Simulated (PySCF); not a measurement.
Computed IR spectrum (relative IR intensity) of a molecule C2H8OSn. Coordinates come from a PBE-D3(BJ)/def2-SVP optimisation. The def2 effective core potentials stand for the cores of Sn; spin–orbit coupling is left out. One conformer was computed; it need not be the lowest. Computed with PySCF 2.14.0 with PBE-D3(BJ)/def2-SVP. Frequencies are harmonic and unscaled.

Lines under 2 % of the strongest are left out, and lines within 2 cm⁻¹ are merged.

ν (cm⁻¹): 139 (m), 374 (w), 490 (w), 574 (m), 592 (s), 668 (m), 687 (m), 830 (m), 929 (vw), 943 (vw), 1028 (w), 1163 (w), 1422 (vw), 1803 (s), 1815 (vs), 2961 (w), 2993 (w), 3038 (w), 3068 (w), 3726 (m) (against the strongest line: vs over 80 %, s over 45 %, m over 15 %, w over 4 %, vw less)

Problem. Which structure fits?
A) C[O][SnH2][CH3]
B) C[CH2][SnH2][OH]
C) CC[O][SnH3]
D) [CH3][SnH]([CH3])[OH]

Solution. B, C[CH2][SnH2][OH]
